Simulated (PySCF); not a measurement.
A PySCF script (with the pyscf-properties extension) for the NMR shieldings of SMILES F[Si](F)(F)[SiH2][C@H]([SiH3])[SiH2]P, CH10F3PSi4, on a GFN2-xTB geometry:

```python
import basis_set_exchange as bse
import numpy as np
from pyscf import gto, dft
from pyscf.prop import nmr

atoms = """
F    -2.801717   -1.247551    1.693211
Si   -2.211585   -1.640946    0.264640
F    -3.458453   -2.374552   -0.401255
F    -1.287798   -2.882984    0.652567
Si   -1.214689    0.003835   -0.954066
C    -0.066276    1.047546    0.144306
Si    0.801830    2.408246   -0.875931
Si    1.165702    0.002450    1.171902
P     2.314407   -1.309437   -0.235583
H    -2.252084    0.856808   -1.559452
H    -0.451179   -0.607488   -2.053401
H    -0.694552    1.562855    0.876629
H    -0.222340    3.218704   -1.540685
H     1.576045    3.263931    0.026905
H     1.675514    1.797528   -1.874818
H     2.127513    0.872842    1.863944
H     0.429375   -0.747421    2.202115
H     1.433922   -2.374772   -0.159543
H     3.126561   -1.840342    0.751055
"""
names = dict.fromkeys(["F", "Si", "C", "P", "H"], "pcSseg-1")
basis = {el: gto.basis.parse(bse.get_basis(n, elements=[el], fmt="nwchem")) for el, n in names.items()}
mol = gto.M(atom=atoms, basis=basis, charge=0, verbose=0)
mf = dft.RKS(mol, xc="PBE0")
mf.grids.level = 2
mf.grids.alignment = dft.numint.BLKSIZE   # the property module wants whole blocks of grid points
mf.conv_tol = 1e-9
mf.kernel()

calc = nmr.RKS(mf)   # GIAO
C = mf.mo_coeff
Co = C[:, mf.mo_occ > 0]
resp = mf.gen_response(singlet=True, hermi=2)
def vind(x):   # induced exchange potential for any number of trial vectors
    d = np.einsum("pi,xij,qj->xpq", C, 2 * x.reshape(-1, C.shape[1], Co.shape[1]), Co, optimize=True)
    return np.einsum("xpq,pi,qj->xij", resp(d - d.transpose(0, 2, 1)), C, Co, optimize=True).ravel()
mo1, _ = nmr.rhf.solve_mo1(calc, with_cphf=vind)
sigma = calc.kernel(mo1)
for i, s in enumerate(sigma):   # ppm
    w = np.linalg.eigvalsh((s + s.T) / 2)
    print("%2d %-2s iso %8.1f  s11 %8.1f  s22 %8.1f  s33 %8.1f" % (i, mol.atom_pure_symbol(i), w.mean(), *w))
```

Problem. What does it print?

Solution. 
```
 0 F  iso    297.0  s11    233.9  s22    272.0  s33    385.1
 1 Si iso    387.7  s11    354.7  s22    358.0  s33    450.3
 2 F  iso    293.5  s11    233.7  s22    266.0  s33    380.8
 3 F  iso    296.5  s11    229.9  s22    268.5  s33    391.2
 4 Si iso    435.9  s11    401.1  s22    414.1  s33    492.7
 5 C  iso    207.4  s11    193.9  s22    200.5  s33    227.7
 6 Si iso    414.3  s11    374.2  s22    399.1  s33    469.5
 7 Si iso    392.4  s11    358.3  s22    377.1  s33    441.7
 8 P  iso    630.7  s11    572.8  s22    616.0  s33    703.3
 9 H  iso     27.7  s11     23.1  s22     26.0  s33     33.8
10 H  iso     27.8  s11     24.8  s22     26.7  s33     31.9
11 H  iso     32.4  s11     27.0  s22     28.3  s33     41.8
12 H  iso     27.6  s11     23.4  s22     25.8  s33     33.7
13 H  iso     27.5  s11     23.5  s22     25.4  s33     33.7
14 H  iso     27.5  s11     23.4  s22     26.9  s33     32.2
15 H  iso     27.1  s11     23.0  s22     25.4  s33     33.0
16 H  iso     26.6  s11     23.3  s22     25.1  s33     31.4
17 H  iso     30.4  s11     23.7  s22     29.1  s33     38.3
18 H  iso     30.7  s11     25.2  s22     26.4  s33     40.5
```

These numbers come from an equivalent density-fitted implementation of the same equations, which agrees with the script to about 0.01 ppm for H and up to a few tenths of a ppm for heavy atoms, so last digits may differ.

Problem. Turn these shieldings into chemical shifts. δ = σ(ref) − σ, references computed at the same level: $^{19}$F (170.95 ppm) vs CFCl3; $^{29}$Si (349.16 ppm) and $^{13}$C (186.93 ppm) and $^{1}$H (31.72 ppm) against TMS; $^{31}$P (318.38 ppm) vs H3PO4.

Solution. Averaging equivalent atoms: F 0/2/3: -124.7; Si 1: -38.5; Si 7: -43.2; Si 6: -65.1; Si 4: -86.8; C 5: -20.4; P 8: -312.3; H 16: 5.13; H 15: 4.58; H 12/13/14: 4.16; H 9: 4.07; H 10: 3.92; H 17/18: 1.19; H 11: -0.66 ppm. Unscaled 19F shifts against computed CFCl3 carry errors that often reach 10 to 50 ppm. Experimental scales use liquid or dissolved standards, which lie at an offset from isolated H3PO4.

Size and cost of the density-fitted run: 238 basis functions, 3.4 min wall time on 1 thread of an Intel Xeon, shared host; peak memory 1.1 GiB.
